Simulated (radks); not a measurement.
Coulomb parameter of the 4f shell of the thulium ion Tm2+ in the model configuration [Xe] 4f12 6s1, as a second difference U = [E(n + 0.5) + E(n - 0.5) - 2 E(n)] / (0.5)^2 with all orbitals relaxed. "Bare": the charge of the atom changes with n. "Screened": the 6s shell takes up the change at fixed total charge, which measures U(4f,4f) + U(6s,6s) - 2 U(4f,6s). Calculated with a radial shooting solver on a logarithmic mesh with Libxc functionals: scalar-relativistic Kohn-Sham, PBE, spin-unpolarised, spherical densities, point nucleus.

| case | configuration | E - E(n) (eV) |
|---|---|---|
| start | [Xe] 4f12 6s1 | 0.000 |
| bare +0.5 | [Xe] 4f12.5 6s1 | -11.080 |
| bare -0.5 | [Xe] 4f11.5 6s1 | 15.715 |
| screened +0.5 | [Xe] 4f12.5 6s0.5 | -3.797 |
| screened -0.5 | [Xe] 4f11.5 6s1.5 | 5.749 |

U(bare) = 18.540 eV, U(screened by 6s) = 7.810 eV, against the Slater integral F0(4f,4f) = 33.882 eV with frozen orbitals.
